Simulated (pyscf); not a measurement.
## H₁₈Si₁₁ (SMILES [SiH3][SiH2][Si]12[SiH2][SiH]3[SiH2][SiH]([SiH2][SiH]1[SiH2]3)[SiH2]2), singlet

Gas-phase minimum from PySCF at ωB97X-D3(BJ)/def2-SVP, one conformer. 

```xyz
29

Si     3.7166     2.8901     0.7868
Si     3.4858     0.7580    -0.1290
Si     1.2545     0.2496     0.2365
Si    -0.1509     1.8502    -0.7173
Si    -2.1334     0.6355    -0.8746
Si    -2.8619     0.1172     1.2838
Si    -1.2127    -0.9572     2.5423
Si    -0.4656    -2.8310     1.3718
Si     0.4688    -1.8284    -0.5205
Si    -1.3441    -1.3056    -1.8984
Si     0.7197     0.3447     2.5061
H      2.7698     3.8102     0.0881
H      5.1006     3.4360     0.6705
H      3.3366     2.8296     2.2301
H      4.3788    -0.2212     0.5599
H      3.8022     0.7656    -1.5888
H     -0.2591     3.0583     0.1533
H      0.3244     2.2635    -2.0727
H     -3.2233     1.3175    -1.6354
H     -4.0612    -0.7713     1.1933
H     -3.2629     1.3785     1.9795
H     -1.7293    -1.2669     3.9094
H      0.5665    -3.5531     2.1760
H     -1.5602    -3.7807     1.0109
H      1.5184    -2.6537    -1.1875
H     -2.3495    -2.4094    -1.9337
H     -0.9021    -0.9987    -3.2926
H      0.4994     1.7531     2.9496
H      1.7874    -0.2737     3.3497
```
Charge 0, spin multiplicity 1.

Bonds (Å): Si1–Si2 2.332, Si1–H12 1.494, Si1–H13 1.492, Si1–H14 1.494, Si2–Si3 2.318, Si2–H15 1.494, Si2–H16 1.494, Si3–Si4 2.334, Si3–Si9 2.347, Si3–Si11 2.334, Si4–Si5 2.330, Si4–H17 1.493, Si4–H18 1.495, Si5–Si6 2.336 (the first ones only). Angles (°): Si2–Si1–H12 108.5, Si2–Si1–H13 113.3, Si2–Si1–H14 108.5, H12–Si1–H13 109.0, H12–Si1–H14 108.4, H13–Si1–H14 109.0, Si1–Si2–Si3 103.5, Si1–Si2–H15 111.0, Si1–Si2–H16 111.0, Si3–Si2–H15 111.0, Si3–Si2–H16 111.1, H15–Si2–H16 109.1, Si2–Si3–Si4 111.4, Si2–Si3–Si9 117.8 (the first ones only).

Properties at ωB97X-D3(BJ)/def2-SVP:

```json
{
  "harmonic_wavenumbers_unscaled": "17, 47, 47, 75, 77, 91, 93, 113, 116, 122, 132, 143, 187, 194, 268, 319, 352, 356, 386, 393, 397, 407, 428, 440, 445, 455, 458, 464, 476, 499, 501, 507, 510, 521, 537, 542, 556, 593, 618, 621, 631, 639, 647, 655, 667, 678, 682, 688, 702, 709, 716, 720, 757, 757, 894, 920, 922, 926, 928, 928, 939, 954, 955, 2220, 2225, 2226, 2227, 2227, 2230, 2231, 2232, 2233, 2237, 2238, 2239, 2240, 2241, 2242, 2245, 2248, 2252 cm⁻¹",
  "zero_point_energy": "102.6 kcal/mol",
  "rotational_symmetry_number": "1",
  "Entropy of this conformer at 298 K and 1 atm, rigid rotor and harmonic oscillator, modes under 100 cm⁻¹ raised to 100": "617.0 J/(mol K)",
  "dipole_moment": "0.32 D"
}
```

Single-point totals, which compare only within one level:

| level | total energy (hartree) |
|---|---|
| ωB97X-D3(BJ)/def2-TZVP | -3195.77065 |
| PBE/def2-TZVP | -3193.75055 |
| r²SCAN/def2-TZVP | -3195.12884 |
| B3LYP-D3(BJ)/def2-TZVP | -3195.72591 |
| PBE0-D3(BJ)/def2-TZVP | -3194.13585 |
| M06-2X/def2-TZVP | -3195.14011 |
| ωB97M-D3(BJ)/def2-TZVP | -3195.86165 |

The lowest mode is so soft that the shape along it may change with the basis. Soft torsions are taken as harmonic, which can shift the entropy by several J/(mol K). The nine-atom cage is a hydrogen-capped model of the (100) dimer, relaxed without constraints.
